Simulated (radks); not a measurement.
Initial-state core-level shifts of the aluminium ion Al2+ when its valence configuration changes from [Ne] 3s1. Calculated with a radial shooting solver on a logarithmic mesh with Libxc functionals: scalar-relativistic Kohn-Sham, LDA (Slater exchange, Perdew-Wang correlation), spin-polarised, spherical densities, finite nucleus; open shells are filled with parallel spins first; Fermi nuclear charge, rms radius 3.061 fm. Shifts are changes of the shell-averaged eigenvalues in eV (positive: less bound); the change of the density at the nucleus, which sets a Mossbauer isomer shift, is in e/bohr^3, on a base of 1489.

[
 {"valence": "3p1", "1s": "-1.468", "2s": "-1.471", "2p": "-1.447", "density at nucleus": "-4.4518"},
 {"valence": "3s0.5 3p0.5", "1s": "-0.736", "2s": "-0.737", "2p": "-0.726", "density at nucleus": "-2.2230"}
]
